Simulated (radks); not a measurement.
The numbers below are computed, except where a source is named.
Task: The mean radii <r> (bohr) of the occupied orbitals of an atom or ion are listed with their occupations. Code: a radial shooting solver on a logarithmic mesh with Libxc functionals. Model: scalar-relativistic Kohn-Sham, r2SCAN, spin-polarised, spherical densities, finite nucleus; meta-GGA in the generalised Kohn-Sham scheme; Fermi nuclear charge, rms radius of each element as measured or else 0.836 A^(1/3) + 0.57 fm.

orbital  occ.      <r>
1s down     1  0.05214
1s up       1  0.05214
2s up       1   0.2348
2s down     1   0.2347
2p up       3   0.2064
2p down     3   0.2063
3s up       1   0.7091
3s down     1   0.7101
3p up       3   0.7443
3p down     3   0.7459
3d up       5   0.9107
3d down     4   0.9240

Name the element and its charge. Open shells, if any, are filled with parallel spins first.

Result: Z = 29, copper, charge +2: Cu2+ in [Ar] 3d9. The 1s radius gives Z: for a bare nucleus <r> = (2 gamma + 1)/(2Z) with gamma = sqrt(1 - (Z/c)^2), 0.05094 bohr for Z = 29, and screening makes it slightly larger (0.05214 here). The occupations add up to 27, and the charge is Z minus that.
